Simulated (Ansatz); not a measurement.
Ga₂P, relaxed as a doublet with UKS B3LYP-D4/def2-TZVP in Ansatz, starting from the GFN1-xTB geometry. Force threshold 0.02 eV/Å.

The relaxation made no stability test and no search for a lower SCF solution. The structure comes from a short search, and lower isomers may exist.

Start:

Cartesian coordinates in Å:
```
Ga -1.181 1.340 -1.402
Ga 1.183 -1.345 1.396
P -0.002 0.005 0.007
```

(1) Estimate the energy that the relaxation releases and the steps that it takes.

(2) Does the start keep its bonding and symmetry?

(3) Predict the relaxed structure.

Results:

(1) 6.1 kcal/mol, in 18 steps; 52 s on 4 threads of Arm Neoverse V1 on a shared host. The force fell under the threshold at step 3, but the optimiser went on and released 0.254 eV more. No frequencies were taken in this run, so the end may be a saddle point.

(2) By distances, no bond broke or formed. The bond that changes most is Ga1–P3, from 2.27 to 2.38 Å (atoms count from 1). Point group D∞h at the start, Cs at the end, both within 0.05 Å.

(3) 
```xyz
3

Ga   -0.817    0.736   -1.496
Ga    0.996   -1.303    0.702
P    -0.179    0.567    0.794
```
Bond lengths (bridged metal pairs left out): 2 × Ga–P 2.21 to 2.38 Å.
